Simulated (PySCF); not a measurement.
**CSe: script and output**

The script input.py:

```python
from pyscf import gto, scf

mol = gto.M(
    atom='C 0 0 0; Se 0 0 1.825',
    basis='sbkjc',
    ecp={'C': 'sbkjc', 'Se': 'sbkjc'},
    charge=0,
    spin=0,
    verbose=4,
)
mf = scf.RHF(mol)
mf.kernel()
mf.mulliken_pop()
mf.dip_moment()
print('orbital energies (hartree):', mf.mo_energy[..., max(0, mol.nelec[1]-3):mol.nelec[0]+3].round(4))
```

```bash
$ OMP_NUM_THREADS=1 python input.py
```

The log (some set-up lines removed):

```
PySCF version 2.14.0

[INPUT] Symbol           X                Y                Z      unit          X                Y                Z       unit  Magmom
[INPUT]  1 C      0.000000000000   0.000000000000   0.000000000000 AA    0.000000000000   0.000000000000   0.000000000000 Bohr   0.0
[INPUT]  2 Se     0.000000000000   0.000000000000   1.825000000000 AA    0.000000000000   0.000000000000   3.448750177331 Bohr   0.0

nuclear repulsion = 6.95904277374247
number of shells = 8
number of NR pGTOs = 36
number of NR cGTOs = 16
basis = sbkjc
ecp = {'C': 'sbkjc', 'Se': 'sbkjc'}

******** <class 'pyscf.scf.hf.RHF'> ********
method = RHF
initial guess = minao
damping factor = 0
level_shift factor = 0
DIIS = <class 'pyscf.scf.diis.CDIIS'>
SCF conv_tol = 1e-09
SCF max_cycles = 50
Initial guess from minao.
init E= -13.5859550785796
  HOMO = -0.148493025019109  LUMO = 0.0902970481931529  gap/eV = 6.49781
cycle= 1 E= -14.2932260546292  delta_E= -0.707  |g|= 0.609  |ddm|=  2.5
  HOMO = -0.428869396023662  LUMO = -0.116270362916329  gap/eV = 8.50625
cycle= 2 E= -14.0661882130683  delta_E= 0.227  |g|= 1.15  |ddm|= 1.81
  HOMO = -0.409347575039209  LUMO = -0.0263007305384315  gap/eV = 10.42324
cycle= 3 E= -14.484533568003  delta_E= -0.418  |g|= 0.0667  |ddm|= 0.973
  HOMO = -0.409422576097185  LUMO = 0.0167091629120235  gap/eV = 11.59564
cycle= 4 E= -14.487042654832  delta_E= -0.00251  |g|= 0.0165  |ddm|= 0.132
  HOMO = -0.407623789045693  LUMO = 0.0148120924635135  gap/eV = 11.49507
cycle= 5 E= -14.4873333081597  delta_E= -0.000291  |g|= 0.00962  |ddm|= 0.0597
  HOMO = -0.408333766639186  LUMO = 0.0130662025770409  gap/eV = 11.46688
cycle= 6 E= -14.4874283969563  delta_E= -9.51e-05  |g|= 0.00166  |ddm|= 0.045
  HOMO = -0.4078103050537  LUMO = 0.0131161220961582  gap/eV = 11.45399
cycle= 7 E= -14.4874314445884  delta_E= -3.05e-06  |g|= 0.000118  |ddm|= 0.00949
  HOMO = -0.407839040674489  LUMO = 0.013099340952558  gap/eV = 11.45432
cycle= 8 E= -14.4874314542477  delta_E= -9.66e-09  |g|= 2.98e-05  |ddm|= 0.000465
  HOMO = -0.407839139298939  LUMO = 0.0130914145754781  gap/eV = 11.45410
cycle= 9 E= -14.4874314545896  delta_E= -3.42e-10  |g|= 2.4e-06  |ddm|= 5.78e-05
  HOMO = -0.407839192320871  LUMO = 0.0130920248217439  gap/eV = 11.45412
Extra cycle  E= -14.4874314545896  delta_E= -3.55e-14  |g|= 2.43e-06  |ddm|= 6.84e-06
converged SCF energy = -14.4874314545896
 ** Mulliken pop  **
pop of  0 C 2s            1.41656
pop of  0 C 3s            0.50068
pop of  0 C 2px           0.30458
pop of  0 C 2py           0.30458
pop of  0 C 2pz           1.02159
pop of  0 C 3px           0.18494
pop of  0 C 3py           0.18494
pop of  0 C 3pz           0.12798
pop of  1 Se 4s           1.72912
pop of  1 Se 5s           0.27564
pop of  1 Se 4px          1.20242
pop of  1 Se 4py          1.20242
pop of  1 Se 4pz          0.96728
pop of  1 Se 5px          0.30807
pop of  1 Se 5py          0.30807
pop of  1 Se 5pz         -0.03884
 ** Mulliken atomic charges  **
charge of    0C =     -0.04582
charge of    1Se =      0.04582
Dipole moment(X, Y, Z, Debye): -0.00000,  0.00000,  0.77690
orbital energies (hartree): [-0.45   -0.4078 -0.4078  0.0131  0.0131  0.1335]
```

In short: E(SCF) = -14.487431 Eh, 9 cycles, μz(SCF) = 0.78 D.

Run time: 0.6 s on 1 thread of Intel Xeon Platinum 8488C (shared host), peak memory 0.11 GiB.

Stability towards an unrestricted solution was not tested. The bond length is a typed value, not an optimised one.
